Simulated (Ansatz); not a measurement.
`[OH][GaH][Cl]` + `C/N=C(/O)C#N` → `N#[C][GaH][OH]` + `C/N=C(/O)Cl`  (formal exchange of groups at a Ga–Cl bond)

Computed with Ansatz on PBE0-D4/def2-TZVP structures; ΔE is electronic, products minus reactants. CCSD(T)/CBS is the MP2 limit (def2-TZVPP, def2-QZVPP) plus CCSD(T) − MP2 in def2-TZVPP, frozen cores. Double bonds are as drawn, so ΔE can hold a change between cis and trans. DFT in def2-TZVPP. B3LYP here is the variant with VWN-RPA as its local correlation; programs differ in this. For Ga outer-core shells are correlated without core-valence functions, which leaves a few kJ/mol of doubt a bond. Scalar relativity is left out up to krypton. Each species was taken in one conformer, which may not be the lowest.

```csv
level,ΔE (kJ/mol),difference from CCSD(T)/CBS
PBE-D4,107.6,2.0
r2SCAN-D4,111.0,5.4
PBE0-D4,110.5,4.9
B3LYP-D4,109.8,4.2
ωB97X-V,105.5,-0.1
ωB97M-V,104.9,-0.7
B2PLYP,108.6,3.0
PBE,107.7,2.1
r2SCAN,110.9,5.3
PBE0,110.5,4.9
B3LYP,110.3,4.7
HF/def2-TZVPP,116.6,11.0
MP2/def2-TZVPP,105.7,0.1
SCS-MP2/def2-TZVPP,105.2,-0.4
CCSD/def2-TZVPP,105.8,0.2
CCSD(T)/def2-TZVPP,104.3,-1.3
HF/def2-QZVPP,116.3,10.7
MP2/def2-QZVPP,106.4,0.8
SCS-MP2/def2-QZVPP,106.1,0.5
HF/CBS(def2),116.2,10.6
MP2/CBS(def2),107.1,1.5
CCSD/CBS(def2),107.1,1.5
CCSD(T)/CBS,105.6,0
```

Largest T1 diagnostic among the species: 0.015.

In def2-TZVPP, CCSD(T) changes the Hartree–Fock value by −12.3 kJ/mol (the triples alone add −1.6 kJ/mol) and MP2 by −10.9 kJ/mol.
